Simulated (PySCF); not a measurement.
EPR parameters of C6H9F2O

Compound: C6H9F2O (doublet state).
Numbering: `[CH2:1]=[C:2]([CH3:3])[O:4][CH2:5][C:6]([F:7])[CH2:8][F:9]` (hydrogens: H10, H11 on C1; H12, H13, H14 on C3; H15, H16 on C5; H17, H18 on C8)

Structure used (GFN2-xTB), in Å, numbered top down from 1:
```
atom  x, y, z in Å
C1    -1.923    1.349   -0.398
C2    -1.521    0.159    0.023
C3    -2.411   -0.830    0.713
O4    -0.259   -0.358   -0.100
C5     0.730    0.441   -0.730
C6     2.027   -0.263   -0.649
F7     2.711   -0.430   -1.798
C8     2.703   -0.643    0.601
F9     3.215    0.478    1.267
H10   -1.285    2.056   -0.895
H11   -2.941    1.656   -0.248
H12   -2.028   -1.041    1.710
H13   -3.423   -0.446    0.789
H14   -2.419   -1.764    0.155
H15    0.787    1.412   -0.205
H16    0.473    0.623   -1.782
H17    1.999   -1.096    1.307
H18    3.556   -1.298    0.409
```

The hyperfine couplings belong to this conformer and change with its torsions.

Level of theory: UKS B3LYP, pcH-1 on C F H O, non-relativistic, mean-field spin-orbit, GIAO (PySCF 2.14.0). Geometry: GFN2-xTB, one conformer, isolated molecule. A GFN2-xTB geometry isn't a minimum of the functional, and hyperfine couplings can be far from their values at a DFT geometry. The SCF solution wasn't tested for stability.

| Item | Value |
| --- | --- |
| g1, g2, g3 | 2.00198, 2.00364, 2.00431 |
| g_iso | 2.00331 |
| Form of g | rhombic: the two nearest values differ by 29 % of g3 − g1 |
| ⟨S²⟩ | 0.7538 (exact 0.7500) |
| HOMO–LUMO gap, α and β orbitals | 6.71, 4.37 eV |

Isotropic coupling and dipolar principal values T1 to T3, in MHz:

| atom | isotope | a_iso | T1 | T2 | T3 | Mulliken spin population |
| --- | --- | --- | --- | --- | --- | --- |
| C1 | 13C | 0.4 | -0.6 | -0.1 | 0.6 | 0.00 |
| C2 | 13C | 1.4 | -1.1 | -0.8 | 1.9 | 0.01 |
| C3 | 13C | 1.6 | -0.3 | -0.3 | 0.6 | 0.00 |
| O4 | 17O | -45.7 | -7.4 | 3.5 | 3.9 | 0.02 |
| C5 | 13C | -29.7 | -2.0 | -1.0 | 2.9 | -0.06 |
| C6 | 13C | 104.6 | -84.8 | -82.5 | 167.2 | 0.89 |
| F7 | 19F | 156.0 | -284.0 | -243.5 | 527.4 | 0.07 |
| C8 | 13C | -10.5 | -2.0 | 0.3 | 1.7 | -0.03 |
| F9 | 19F | 299.6 | -111.6 | -105.3 | 216.9 | 0.04 |
| H10 | 1H | 2.2 | -1.3 | -1.0 | 2.3 | 0.00 |
| H11 | 1H | 2.1 | -0.6 | -0.5 | 1.0 | 0.00 |
| H12 | 1H | -0.1 | -0.8 | -0.7 | 1.5 | 0.00 |
| H13 | 1H | 1.3 | -0.5 | -0.4 | 1.0 | 0.00 |
| H14 | 1H | 0.4 | -0.9 | -0.6 | 1.5 | 0.00 |
| H15 | 1H | 91.3 | -6.2 | -2.5 | 8.7 | 0.04 |
| H16 | 1H | 7.0 | -5.6 | -4.3 | 9.9 | 0.00 |
| H17 | 1H | 34.9 | -7.1 | -2.8 | 9.9 | 0.01 |
| H18 | 1H | 1.4 | -6.1 | -4.0 | 10.1 | 0.00 |

Largest spin populations (Mulliken): C6 (+0.89) and F7 (+0.07). C6 is the only atom above +0.15. The angles at C6 add up to 359.5°, so it is planar.

Axes: g3 points within 9° of the C6–C8 bond.

Under fast tumbling the dipolar parts average out, and these isotropic splittings remain: 1 × 19F (F9, I = 1/2, 2 lines) with 10.69 mT, 1 × 19F (F7, I = 1/2, 2 lines) with 5.57 mT, 2 × 1H (H15/H16, I = 1/2, 3 lines) with 1.75 mT, 2 × 1H (H17/H18, I = 1/2, 3 lines) with 0.65 mT, 1 × 1H (H10, I = 1/2, 2 lines) with 0.08 mT and 1 × 1H (H11, I = 1/2, 2 lines) with 0.08 mT.

Class means assume fast exchange of nuclei equivalent by connectivity; if that motion is slow, each nucleus keeps its own coupling. The 1H value of +49.2 MHz is a mean of couplings from 7.0 to 91.3 MHz in this one geometry, not an average over conformers. The 1H value of +18.1 MHz is a mean of couplings from 1.4 to 34.9 MHz in this one geometry, not an average over conformers.

The 13C coupling of C6 (104.6 MHz) shows only in satellite lines or after enrichment, since that isotope makes up about 1.07 % of natural carbon.

The 17O coupling of O4 (-45.7 MHz) shows only in satellite lines or after enrichment, since that isotope makes up about 0.038 % of natural oxygen.

Examples of negative spin density at the nucleus (bohr⁻³): C5 (-0.0265) and C8 (-0.0093).
